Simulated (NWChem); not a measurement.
Molecule: SiH3Cl; SMILES [SiH3]Cl

Task: Give the equilibrium geometry at PBE0/def2-SVP (NWChem) as a list of bonds and angles, with the point group.

Result: point group C3v; any orientation.
Bond lengths (Å): Si1–Cl2 2.068, Si1–H3 1.489, Si1–H4 1.489, Si1–H5 1.489. Bond angles (°): Cl2–Si1–H3 108.9, Cl2–Si1–H4 108.9, Cl2–Si1–H5 108.9, H3–Si1–H4 110.0, H3–Si1–H5 110.0, H4–Si1–H5 110.0.
